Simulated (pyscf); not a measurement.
Optimised with ωB97X-D3(BJ)/def2-SVP in PySCF. MP2 and CC: frozen core, UHF for open shells. ΔMP2 is the change of the MP2 total energy from the triple- to the quadruple-zeta basis.

### Question
How much does it cost (ΔH, 298 K, CCSD(T)/def2-TZVPP + ΔMP2(QZVPP)) to split HO–B(Cl)–BH–Cl at its B–B bond into [HO–B–Cl]• + [HB–Cl]•?

### Answer
B–B to [HO–B–Cl]• + [HB–Cl]•: 4.34 eV. The radicals are drawn with the spin at the cut bond; how far it spreads was not checked. Other isomers of [HO–B–Cl]• were not searched in full and may lie lower. The CCSD(T) − MP2 part came from Ansatz, without density fitting, on the same reference.
